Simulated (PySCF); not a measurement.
# Identify the compound

The spectra below were simulated for a compound C3H11ClOSi3.

1H NMR (300 MHz, computed): δ 5.27 (q, 1H), 4.83 (t, 2H), 4.25 (d, 3H), 4.23 (s, 3H), 3.17 (t, 2H).

13C{1H} NMR (computed): δ 173.1 (C), 111.0 (CH), 28.3 (CH2).

PySCF 2.14 calculation with GFN2-xTB geometry and σ from GIAO-PBE0/pcSseg-1; one conformer, no solvent model, relativity neglected, fast rotation and ring inversion assumed for equivalent nuclei.

Shifts are taken against calculated references (same method and geometry level): 1H and 13C vs TMS.

Which candidate is it?
A. [SiH3]/C=C(\[SiH3])O[SiH2]CCl
B. C=C(Cl)[SiH2]O[SiH2][SiH2]C
C. CC(=O)[Si]([SiH3])([SiH3])CCl

Answers

A. 

1. Rings plus π bonds: 1 (no ring in the answer).
2. 3 carbon signals for 3 carbons: no two carbons are equivalent.
3. Carbon types of the structure: 1 × C, 1 × CH, 1 × CH2, leaving 8 H on heteroatoms.
4. δC 173.1: alkene carbon bearing oxygen; an sp2 carbon further deshielded by the attached heteroatom.
5. δC 111.0: β carbon of an enol-ether or enamine type C=C; the O or N lone pair pushes π density onto this β carbon and shields it.
6. δC 28.3: sp3 CH2 bonded to Cl and Si; the inductive effect lowers its shielding.
7. δH 5.27: hydrogen on a β carbon of an enol-ether or enamine type C=C; a vinylic proton, deshielded by the sp2 carbon and the C=C anisotropy.
8. δH 3.17: hydrogen on an sp3 CH2 bonded to Cl and Si; its carbon carries Cl, hence the downfield position.

The others: C=C(Cl)[SiH2]O[SiH2][SiH2]C would give 6 signals for carbon-bound and other non-exchanging H, not 5; CC(=O)[Si]([SiH3])([SiH3])CCl would give 3 signals for carbon-bound and other non-exchanging H, not 5.

Carbons that carry Cl, above all several Cl atoms, come out too deshielded, partly because spin–orbit coupling is missing. Shifts are as computed. Against solution values, carbons near 30 ppm lie about +3 ppm off and those near 130 ppm about +5 ppm; carbons on Cl a further +6 ppm. Of 1309 compounds with measured shifts, 239 miss one by over three times the rms of a fit or turn the order of signals round; such compounds aren't used in these exercises. No couplings were computed; multiplicities are counted from neighbouring protons, with m where these are inequivalent, close in shift, in a saturated or five-membered ring or joined by F or P, and br s for small geminal =CH2 splittings.
